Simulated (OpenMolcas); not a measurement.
Ag3+ (d8) in a complex was computed by SS-CASPT2, IPEA 0.25 Eh, imaginary shift 0.1 Eh with the d shell active (OpenMolcas, ANO-RCC-VTZP on the metal). Its lowest spin-free states, and all those of the highest spin:

```
2S+1  Degeneracy  E (cm-1)
   3           1         0
   1           2      2230
   1           1      6980
   1           3     14990
   3           3     16660
   3           3     19260
   1           3     19490
   3           3     33440
   1           2     34290
   1           3     35560
   1           1     44610
```

Is the site octahedral, tetrahedral or cube-like, axial, or of lower symmetry?

The states with 2S+1 = 3 have orbital degeneracies 1, 3, 3, 3. Threefold states need a cubic site. For d8 at this spin an octahedron puts the single A2 below the threefold T2 and a tetrahedron or cube puts the threefold T1 below the threefold T2, so the site is octahedral. The first gap at this spin, 16700 cm-1, is |10Dq| in ligand-field theory. The run had Ag3+ with 6 ligands (oxide) in octahedral coordination (Oh) at 2.13 Å. A charge of +1.5 e stands 2.6 Å behind each ligand. Ligand basis ANO-RCC-VDZP.

Roots that are degenerate in the reference are averaged as groups; the widest CASPT2 spread within a group is 3100 cm-1 (the 3-fold group of multiplicity 1 near 15000 cm-1 above the lowest state of its run). Shifts and gaps below about the spread of the groups concerned are not significant. Over all roots computed the reference weight is 0.56 to 0.62; the roots of lowest weight are the least certain, and an intruder state may touch them. Real 4d8 and 5d8 ions are as a rule square planar and diamagnetic. The least metal-like active orbital is 73 % on the metal (Löwdin) and no ligand orbital is active, so the numbers are rough. The oxide ions are held by bare point charges, a crude embedding. Ligand-to-metal charge-transfer states are missing. With no ligand orbital active B as a rule stays too high, so bands that hang on it stand too high and its fall with covalency is understated. With one d shell and no ligand orbital active, 10Dq can be off by a tenth or more. No measured value stands beside these numbers; the geometry is a model, was not optimised and need not be the one that this ion takes.
